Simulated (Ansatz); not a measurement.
Basis-set series for C4H12Cl2N2Si (`CN(C)[Si](Cl)(Cl)N(C)C`). Charge 0, multiplicity 1. The geometry is a stationary point of PBE0-D4/def2-TZVP. It is one conformer, not always the lowest.

Z-matrix (Å, degrees):
```
C
N 1 1.448
H 1 1.097 2 110.3
H 1 1.098 2 111.7 3 -119.9
H 1 1.091 2 110.6 3 119.6
Si 2 1.695 1 119.0 3 -138.1
C 2 1.445 1 112.9 3 60.3
Cl 6 2.061 2 113.6 1 -71.5
Cl 6 2.061 2 107.3 1 172.4
N 6 1.695 2 109.7 1 48.6
H 7 1.089 2 110.8 1 -178.5
H 7 1.098 2 111.7 1 60.6
H 7 1.096 2 110.1 1 -59.0
C 10 1.448 6 119.0 2 48.7
C 10 1.445 6 125.1 2 -152.2
H 14 1.098 10 111.7 6 102.0
H 14 1.091 10 110.6 6 -18.5
H 14 1.097 10 110.3 6 -138.1
H 15 1.089 10 110.8 6 21.2
H 15 1.096 10 110.1 6 140.7
H 15 1.098 10 111.7 6 -99.7
```

| functional | basis | functions | energy (Eh) | HOMO (eV) | LUMO (eV) |
| --- | --- | --- | --- | --- | --- |
| PBE0-D4 | def2-SVP | 198 | -1477.89710 | -6.73 | 1.52 |
| PBE0-D4 | def2-TZVPP | 480 | -1478.61807 | -6.83 | 0.90 |
| ωB97M-V | def2-SVP | 198 | -1478.42246 | -9.02 | 3.13 |
| ωB97M-V | def2-TZVPP | 480 | -1479.15425 | -9.13 | 2.29 |

(1) Give the rows for def2-QZVPP. (Best estimate.)

Answers

(1) Computed: 
```tsv
functional	basis	functions	energy (Eh)	HOMO (eV)	LUMO (eV)
PBE0-D4	def2-QZVPP	912	-1478.67042	-6.85	0.42
ωB97M-V	def2-QZVPP	912	-1479.20431	-9.16	1.53
```

Positive LUMOs are unbound and depend on the basis.
